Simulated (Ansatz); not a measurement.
A nudged elastic band was laid between two geometries of Cl2GeH2 + H (6 atoms, charge 0, multiplicity 2).

All numbers below come from UKS PBE-D4/def2-SVP in Ansatz.

| Quantity | Value |
| --- | --- |
| movable images | 7 |
| climbing image | yes |
| spring | 5.0 eV/Å² |
| optimiser | quadratic models (default) |
| start path | straight line |
| force threshold | 0.05 eV/Å |
| iteration limit | 60 |
| end points | relaxed |

Initial state:

```xyz
6
Properties=species:S:1:pos:R:3
Ge -0.007 -0.012 -0.056
H 0.027 0.047 1.499
Cl 2.035 0.000 -0.788
Cl -1.017 1.762 -0.788
H -0.719 -1.247 -0.656
H -0.002 -0.003 3.355
```

Final state:

```xyz
6
Properties=species:S:1:pos:R:3
Ge -0.008 -0.015 -0.370
H 0.035 0.060 2.734
Cl 2.037 -0.020 -1.149
Cl -1.035 1.753 -1.149
H -0.732 -1.269 -1.005
H 0.021 0.038 3.504
```

Task: What changes between the two ends?

Result: Bonds broken: Ge1–H2. Bonds formed: H2–H6. Cl2GeH2 + H becomes Cl2GeH + H2.

Task: What energy profile does the band end with?

Result: The forces met the threshold. The highest image is number 0 of 0 to 8, 0.0 kJ/mol above the first end and 95.9 kJ/mol above the last; the last end lies 95.9 kJ/mol below the first. The highest image is an end point: on this band no image between the ends rises above it.

```json
{"image": "0", "path coordinate (Å)": "0.00", "energy (kJ/mol)": "0.0", "Ge1–H2 (Å)": "1.56", "H2–H6 (Å)": "1.86"}
{"image": "1", "path coordinate (Å)": "0.03", "energy (kJ/mol)": "0.0", "Ge1–H2 (Å)": "1.56", "H2–H6 (Å)": "1.85"}
{"image": "2", "path coordinate (Å)": "0.32", "energy (kJ/mol)": "-3.3", "Ge1–H2 (Å)": "1.61", "H2–H6 (Å)": "1.50"}
{"image": "3", "path coordinate (Å)": "0.60", "energy (kJ/mol)": "-33.7", "Ge1–H2 (Å)": "1.81", "H2–H6 (Å)": "1.09"}
{"image": "4", "path coordinate (Å)": "0.89", "energy (kJ/mol)": "-82.5", "Ge1–H2 (Å)": "2.14", "H2–H6 (Å)": "0.80"}
{"image": "5", "path coordinate (Å)": "1.17", "energy (kJ/mol)": "-90.4", "Ge1–H2 (Å)": "2.39", "H2–H6 (Å)": "0.78"}
{"image": "6", "path coordinate (Å)": "1.46", "energy (kJ/mol)": "-94.0", "Ge1–H2 (Å)": "2.62", "H2–H6 (Å)": "0.77"}
{"image": "7", "path coordinate (Å)": "1.74", "energy (kJ/mol)": "-95.5", "Ge1–H2 (Å)": "2.86", "H2–H6 (Å)": "0.77"}
{"image": "8", "path coordinate (Å)": "2.03", "energy (kJ/mol)": "-95.9", "Ge1–H2 (Å)": "3.11", "H2–H6 (Å)": "0.77"}
```

The band took 12 iterations and roughly 5 core-minutes.

The run took 2.6 min on 2 threads of Arm Neoverse V1 (shared host), peak memory 0.15 GiB.
